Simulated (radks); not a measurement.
Question: Coherent X-ray form factor from a spherical all-electron density. All-electron calculation, scalar-relativistic Kohn-Sham, LDA (Slater exchange, Perdew-Wang correlation), spin-unpolarised, spherical densities, point nucleus. Program: a radial shooting solver on a logarithmic mesh with Libxc functionals.

sin(theta)/lambda (1/angstrom)  f0 (electrons)
0.05                                    33.606
0.1                                     32.502
0.15                                    30.885
0.2                                     29.001
0.25                                    27.065
0.3                                     25.222
0.4                                     22.026
0.5                                     19.403
0.6                                     17.128
0.8                                     13.234
1                                       10.267
1.25                                     7.893
1.5                                      6.569
2                                        5.185

The species is in the configuration that NIST lists as its ground one. Which atom or ion scatters so?

Answer: The rubidium ion Rb3+, [Ar] 3d10 4s2 4p4. Extrapolating in s^2 from the first two rows gives f0(0) = 34.0, near the electron count 34; among species with that count, the fall with angle is slower the higher Z, and the table is that of Z = 37; from so few rows the species is fixed only to a neighbour or two.
